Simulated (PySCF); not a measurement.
An unknown is described by computed data only.

Elements present: C, H, O and Si. Monoisotopic mass: 234.0560 u.

* Triplet: lowest triplet excitation (Tamm–Dancoff): 5.17 eV [TDA B3LYP/def2-SVPD]
* Polarisability: 135.4 au [B3LYP/def2-SVPD]
* Dipole: 1.94 D [B3LYP/def2-SVPD]
* 1H NMR: chemical shifts (computed TMS as zero) by class: 2.00 (9 H), 1.32 (2 H), 1.02 (3 H) ppm [GIAO KT2/pcSseg-1]
* 13C NMR: chemical shifts (computed TMS as zero) by class: 164.4 (3 C), 21.4 (3 C), 10.8 (1 C), 7.3 (1 C) ppm [GIAO KT2/pcSseg-1]
* Rotational structure: rotational constants A, B, C: 0.629, 0.419, 0.379 GHz [PBE0-D3(BJ)/def2-SVP]

Gas-phase values; electronic properties from PySCF, density fitting. Levels stand in brackets. NMR shifts are as computed; neighbouring signals can stand in another order in a measured spectrum. The structure is a single PBE0-D3(BJ)/def2-SVP conformer in the gas phase; no vibrational or solvent corrections. NMR values are class means; diastereotopic atoms form classes of their own.

Question: Which formula fits the mass and the elements?

Answer: C8H14O6Si (calculated 234.0560). No other formula that holds each of these elements comes within 0.0003 u with a fitting electron parity and a possible valence count.

Question: What is the compound? Reason from the data.

Answer: 8 carbons fall into 4 classes; from least to most shielded: carbon bonded to C and 2 O (164.4 ppm, 3 C, up to 3.7 ppm apart in this geometry), carbon bonded to C and 3 H (21.4 ppm, 3 C), carbon bonded to C, Si and 2 H (10.8 ppm), carbon bonded to C and 3 H (7.3 ppm). Hydrogen classes from least to most shielded: 9 H on 3 like atoms (carbon bonded to C and 3 H) (2.00 ppm, a mean of values up to 0.9 ppm apart in this geometry), 2 H on a carbon bonded to C, Si and 2 H (1.32 ppm), 3 H on a carbon bonded to C and 3 H (1.02 ppm). The optimised geometry has point group C1 and is an asymmetric top. Structure: `C(C)(O[Si](OC(=O)C)(OC(=O)C)CC)=O` (SiEt(OAc)3). The assignments are read from this structure; whether some other isomer fits the data as well wasn't checked.
